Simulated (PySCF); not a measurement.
## Lu⁺: ionisation energy

Lu⁺ [Xe] 4f14 6s2 (1S) → Lu²⁺ [Xe] 4f14 6s1 (2S), as a difference of total energies. Computed with PySCF 2.14 in cc-pVTZ-X2C (10s9p7d5f3g1h, 145 functions), with scalar relativity by spin-free X2C-1e. Correlated levels: valence: [Kr] 4d10 frozen. The calculations carry no spin-orbit coupling.

**Question.** Order these methods by the ionisation energy they give, lowest first.
A. CCSD(T) (valence)
B. UHF
C. SCS-MP2 (valence)
D. MP2 (valence)

**Answer.** B (12.604 eV), A (13.918 eV), C (13.949 eV), D (13.986 eV).

For comparison: 14.13 ± 0.05 eV (semi-empirical (NIST evaluation); NIST Atomic Spectra Database, ionization energies).
